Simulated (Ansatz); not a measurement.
Molecule: chloro(difluoro)methane, CHClF2, charge 0, multiplicity 1. SMILES: C(F)(F)Cl
Coordinates optimised at B3LYP-D3(BJ)/def2-TZVP (Ansatz, an electronic-structure program):
```xyz
5

F     -0.9293     1.1547    -0.2887
C     -0.4772     0.0446     0.3178
F     -1.0941    -1.0146    -0.2314
Cl     1.2802    -0.0951     0.0818
H     -0.6909     0.0890     1.3835
```

Quantity: vertical triplet-singlet gap, E(triplet) - E(singlet), in eV. Conventions: each state is the SCF solution reached for its charge and spin; non-relativistic; dispersion terms only where a functional's name holds one; 6-31G* and kin with 6d, 5d where marked; no spin-orbit coupling; 6-311+G** with 5d, 6d on Na to Ar in Ansatz; UHF or UKS for open shells. First-principles rows: single points at B3LYP-D3(BJ) geometries (Ansatz). Levels can end on unlike triplets.

```json
[
 {"level": "B3LYP/STO-3G", "program": "Ansatz", "vertical triplet-singlet gap, E(triplet) - E(singlet) (eV)": "8.49"},
 {"level": "B3LYP/3-21G", "program": "Ansatz", "vertical triplet-singlet gap, E(triplet) - E(singlet) (eV)": "7.73"},
 {"level": "B3LYP/6-31G*", "program": "Ansatz", "vertical triplet-singlet gap, E(triplet) - E(singlet) (eV)": "7.35"},
 {"level": "B3LYP/6-311+G**", "program": "Ansatz", "vertical triplet-singlet gap, E(triplet) - E(singlet) (eV)": "7.17"},
 {"level": "B3LYP/def2-TZVPD", "program": "Ansatz", "vertical triplet-singlet gap, E(triplet) - E(singlet) (eV)": "6.94"}
]
```

No value to compare with is used here. The 4 habitual levels span 7.17 (B3LYP/6-311+G**) to 8.49 eV (B3LYP/STO-3G); B3LYP/def2-TZVPD gives 6.94.

The sets are all those run for this method; left out are runs that failed, that the program found above a lower state of the same kind, or whose <S^2> lies over 0.5 above the pure value.
